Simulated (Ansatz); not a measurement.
`CN([SiH3])[SiH2]F` + `BCB` → `BCB[SiH2]F` + `CN[SiH3]`  (formal exchange of groups at the Si–N bond)

Gas-phase electronic energies from Ansatz, PBE0-D4/def2-TZVP geometries. CBS: MP2 limit from def2 TZ/QZ plus the TZ coupled-cluster correction, frozen cores. DFT in def2-TZVPP. HSE06 is defined as in plane-wave codes. Each species was taken in one conformer, which may not be the lowest.

`CN([SiH3])[SiH2]F`:

```xyz
13

C    -1.175   -0.636    0.716
N    -0.090    0.008   -0.026
Si    0.608    1.411    0.717
Si    0.509   -0.744   -1.434
F     1.483   -1.977   -1.111
H    -0.808   -1.169    1.599
H    -1.912    0.103    1.047
H    -1.700   -1.357    0.083
H    -0.443    2.447    0.911
H     1.684    1.920   -0.167
H     1.168    1.086    2.058
H     1.300    0.237   -2.206
H    -0.625   -1.329   -2.187
```

`BCB`:

Cartesian coordinates in Å:
```
B -0.831 -0.986 -0.078
C 0.077 0.155 -0.606
B 0.689 0.910 0.603
H -0.359 -1.860 0.590
H -2.004 -1.007 -0.312
H -0.376 0.792 -1.363
H 0.949 -0.398 -1.002
H 0.470 2.072 0.787
H 1.385 0.322 1.380
```

`BCB[SiH2]F`:

```xyz
12

B    -1.194   -0.426   -1.738
C    -0.522   -0.893   -0.423
B    -0.361    0.343    0.509
Si    1.446    0.746    1.286
F     1.475    2.041    2.238
H    -0.599   -0.442   -2.776
H    -2.315   -0.009   -1.713
H     0.364   -1.517   -0.534
H    -1.322   -1.426    0.126
H    -1.325    1.016    0.742
H     1.926   -0.411    2.094
H     2.428    0.979    0.188
```

`CN[SiH3]`:

Z-matrix (Å, degrees):
```
C
N 1 1.447
H 1 1.093 2 109.5
H 1 1.094 2 110.9 3 -117.8
H 1 1.098 2 113.8 3 120.2
Si 2 1.716 1 123.0 3 -36.9
H 2 1.007 1 113.6 3 170.5
H 6 1.486 2 107.4 1 175.3
H 6 1.488 2 108.6 1 55.3
H 6 1.496 2 115.3 1 -64.3
```

CCSD(T)/CBS gives +102.4 kJ/mol.

**Question.** Another level gave +101.1 kJ/mol. Which?
A. r2SCAN/def2-TZVPP
B. HSE06-D4/def2-TZVPP
C. HF/def2-TZVPP
D. CAM-B3LYP-D4/def2-TZVPP

**Answer.** D. CAM-B3LYP-D4 101.1, r2SCAN 94.0, HF/def2-TZVPP 105.1, HSE06-D4 89.0 kJ/mol.

Largest T1 diagnostic among the species: 0.013.

The D4 term adds +6.7 kJ/mol with B3LYP and +3.5 kJ/mol with PBE0; it sums over pairs of atoms, weighted by their polarisabilities, and B3LYP, whose exchange is more repulsive, gets the larger term. Leaving LDA and LC-ωPBE aside and taking each functional with its dispersion term where it has one, the values, not all of them listed here, spread over 22.4 kJ/mol, from PBE-D4 to BHLYP-D4. LDA lies +7.9 kJ/mol from PBE without D4. From BLYP to BHLYP (50 % exact exchange), in def2-TZVPP and without D4, ΔE moves by +14.3 kJ/mol.

CCSD(T)/CBS has its own doubt, a few kJ/mol and more with outer-core shells, so smaller differences from it don't rank the levels.

B3LYP here is the variant with VWN-RPA as its local correlation; programs differ in this.
